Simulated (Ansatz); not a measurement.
**Question.** Name a neutral molecule of C, Cl, O, Si and H with LUMO energy (ωB97M-V/def2-TZVPP) between 1.40 and 1.70 eV and HOMO energy (ωB97M-V/def2-TZVPP) between -10.35 and -10.05 eV (Ansatz, PBE0-D4/def2-TZVP geometry).

**Answer.** `O[Si]1(Cl)CO1` (1.67 eV, -10.12 eV); `Cl[SiH]1CO1` (1.46 eV, -10.12 eV); `OC([SiH3])[SiH2]Cl` (1.40 eV, -10.24 eV); `O[SiH2]C([SiH3])Cl` (1.44 eV, -10.31 eV). Other molecules can fit too; these were computed, each in one conformer that needn't be the lowest.
